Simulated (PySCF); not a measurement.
trichloroethylene cation (C2HCl3), SMILES C(Cl)(=CCl)Cl (connectivity only; charge and spin as stated), charge +1, multiplicity 2. Atoms are numbered in the order given.

```xyz
6

Cl     0.3426     2.2229     0.0000
C      0.9133     0.6673     0.0000
C      0.0699    -0.4679     0.0000
Cl    -1.5995    -0.3404     0.0000
Cl     0.7922    -1.9838     0.0000
H      2.0002     0.5267     0.0000
```
Charge +1, spin multiplicity 2.

Geometry: B3LYP-D3(BJ)/def2-SVP. The multiplicity is an assumed one; other spin states were not compared.

Level of theory: TDA-PBE0/def2-SVPD (PySCF).

Vertical excitations. The molecule is in vacuum.

Computed excitation energies, oscillator strengths and character:
```json
[
 {"state": "root 1", "energy (eV)": "2.33", "λ (nm)": "532", "f": "0.000", "main pairs": "β HOMO→LUMO 97 %"},
 {"state": "root 2", "energy (eV)": "2.71", "λ (nm)": "458", "f": "0.000", "main pairs": "β HOMO−2→LUMO 96 %"},
 {"state": "root 3", "energy (eV)": "3.15", "λ (nm)": "394", "f": "0.000", "main pairs": "β HOMO−3→LUMO 99 %"},
 {"state": "root 4", "energy (eV)": "3.21", "λ (nm)": "387", "f": "0.044", "main pairs": "β HOMO−1→LUMO 94 %"},
 {"state": "root 5", "energy (eV)": "3.87", "λ (nm)": "320", "f": "0.041", "main pairs": "α HOMO→LUMO 15 %, β HOMO−4→LUMO 82 %"},
 {"state": "root 6", "energy (eV)": "4.66", "λ (nm)": "266", "f": "0.308", "main pairs": "α HOMO→LUMO 77 %, β HOMO−4→LUMO 12 %"},
 {"state": "root 7", "energy (eV)": "5.44", "λ (nm)": "228", "f": "0.045", "main pairs": "α HOMO−5→LUMO 9 %, β HOMO−5→LUMO 83 %"},
 {"state": "root 8", "energy (eV)": "5.51", "λ (nm)": "225", "f": "0.000", "main pairs": "α HOMO−1→LUMO 97 %"},
 {"state": "root 9", "energy (eV)": "5.61", "λ (nm)": "221", "f": "0.000", "main pairs": "β HOMO−6→LUMO 92 %"},
 {"state": "root 10", "energy (eV)": "5.90", "λ (nm)": "210", "f": "0.000", "main pairs": "α HOMO−2→LUMO 93 %"}
]
```
Unrestricted roots are not spin-pure.
